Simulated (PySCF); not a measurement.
Zn(Br)(NMe2) (C₂H₆BrNZn), SMILES C[N](C)[Zn][Br].

Coordinates come from a B3LYP-D3(BJ)/def2-SVP optimisation. The structure was generated by enumeration; whether it is a known compound was not checked. One conformer was computed; it need not be the lowest.

Two levels are set side by side: PBE/def2-TZVP (PySCF) and B3LYP/def2-TZVP (PySCF). Same geometry, gas phase. Differences are taken from unrounded values.

| quantity | B3LYP | PBE | PBE minus B3LYP |
|---|---|---|---|
| orbital gap (eV) | 4.57 | 2.96 | -1.61 |
| highest occupied level (eV) | -5.90 | -4.87 | 1.03 |
| lowest empty level (eV) | -1.33 | -1.91 | -0.58 |
| dipole moment (D) | 1.91 | 1.92 | 0.01 |
| mean polarisability (bohr³) | 80.1 | 83.9 | 3.8 |

PBE's occupied levels lie high since its potential decays too fast outside the molecule; exact exchange lowers them and widens the gap. PBE's more diffuse valence density responds more strongly to a field. Differences between two approximate levels are no errors against the true value.

Rough cost on one machine, each run with all the roots and properties that it gave: B3LYP against PBE within a factor of 2.
